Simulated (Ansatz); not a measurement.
`C[Te]C` and `C[Se]C` differ in one element.

Ansatz, PBE0-D4/def2-TZVP geometries, multiplicity 1. 

Elements past krypton have def2 core potentials. Scalar relativity is left out up to krypton.

```
                                      property  `C[Te]C`
            LUMO energy (PBE0/def2-TZVPP) / eV     -0.37
size of the dipole moment (PBE/def2-TZVPP) / D      1.27
         HOMO–LUMO gap (B3LYP/def2-TZVPP) / eV      4.83
         LUMO energy (ωB97M-V/def2-TZVPP) / eV      1.34
           LUMO energy (B3LYP/def2-TZVPP) / eV     -0.62
           HOMO–LUMO gap (PBE/def2-TZVPP) / eV      3.43
```

**Question.** What does the change do to each property? (An estimate is asked.)

**Answer.** Computed: 
```
                                      property  `C[Se]C`  shift
            LUMO energy (PBE0/def2-TZVPP) / eV      0.47   0.84
size of the dipole moment (PBE/def2-TZVPP) / D      1.47   0.20
         HOMO–LUMO gap (B3LYP/def2-TZVPP) / eV      5.98   1.15
         LUMO energy (ωB97M-V/def2-TZVPP) / eV      2.24   0.90
           LUMO energy (B3LYP/def2-TZVPP) / eV      0.19   0.81
           HOMO–LUMO gap (PBE/def2-TZVPP) / eV      4.42   0.99
```

With PBE0 the HOMO falls by 0.35 eV and the LUMO rises by 0.84 eV, so the gap widens by about 1.19 eV. PBE moves the HOMO by -0.23 eV and ωB97M-V by -0.43 eV. Dipoles are sizes alone; their direction can turn.

B3LYP here is the variant with VWN-RPA as its local correlation; programs differ in this.

Spin–orbit coupling is left out; it splits and shifts lone-pair levels of the heavy atoms by tenths of an eV.
